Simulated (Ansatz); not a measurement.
Geometry optimisation, RKS PBE/def2-SVP (Ansatz).

input.yaml

```yaml
crystal:
  periodic: [false, false, false]
  atoms:
    - { symbol: W, position_ang: [-0.288737, -0.309466, 0.047846] }
    - { symbol: O, position_ang: [-0.509576, 0.182434, 1.878681] }
    - { symbol: H, position_ang: [0.064413, 0.936879, 2.218016] }
    - { symbol: O, position_ang: [1.736266, -0.186511, 0.471046] }
    - { symbol: H, position_ang: [2.121699, -0.959871, 0.926648] }
    - { symbol: H, position_ang: [0.210703, 1.316759, -0.075539] }
    - { symbol: O, position_ang: [-2.18941, -0.190555, -0.057417] }
    - { symbol: H, position_ang: [-2.72378, -0.010159, 0.7411] }
    - { symbol: O, position_ang: [0.174154, -2.168159, 0.027443] }
    - { symbol: H, position_ang: [1.058238, -2.545958, -0.177957] }
    - { symbol: O, position_ang: [-0.126505, -0.078352, -1.827293] }
    - { symbol: H, position_ang: [0.017659, 0.749933, -2.320775] }
    - { symbol: F, position_ang: [1.263002, 1.715934, 1.806745] }
    - { symbol: H, position_ang: [1.529173, 0.917791, 1.324057] }
basis:
  gaussian: { orbitals: def2-SVP }
hamiltonian:
  xc: pbe
relax:
  f_tol: 0.03
  max_steps: 50
```

Run as:

```bash
$ ansatz run input.yaml --threads 4 --pin off --max-ram 5120MiB --backend cpu --events-out ev --progress --plain --runs-dir out
```

Q: Where does it end, and by what steps?

A: The run converged. After 11 steps the energy has fallen by 0.424 eV; F13 moved furthest, 0.67 Å.

```
step  energy less start (eV)  largest force component (eV/Å)  accepted
   0                  0.0000                           2.189       yes
   1                 -0.3208                           0.506       yes
   2                 -0.3710                           0.277       yes
   3                 -0.3955                           0.261       yes
   4                 -0.4130                           0.139       yes
   5                 -0.3218                           0.946        no
   6                 -0.4217                           0.083       yes
   7                 -0.4232                           0.055       yes
   8                 -0.4233                           0.105       yes
   9                 -0.4242                           0.033       yes
  10                 -0.4242                           0.059        no
  11                 -0.4245                           0.017       yes
```

```xyz
14
Properties=species:S:1:pos:R:3
W -0.329 -0.288 0.024
O -0.620 0.401 1.754
H 0.119 0.933 2.211
O 1.668 -0.010 0.524
H 2.093 -0.825 0.854
H 0.104 1.341 -0.306
O -2.228 -0.274 -0.086
H -2.751 0.000 0.693
O 0.243 -2.118 0.080
H 1.036 -2.471 -0.368
O -0.178 -0.288 -1.883
H -0.145 0.497 -2.457
F 1.553 1.528 2.377
H 1.770 0.945 1.565
```

Whether the end is a true minimum wasn't checked by a vibrational analysis.

Time of the run: 21 s on 4 threads of Intel(R) Xeon(R) Platinum 8488C (Sapphire Rapids), with other jobs on the host, peak memory 0.24 GiB.
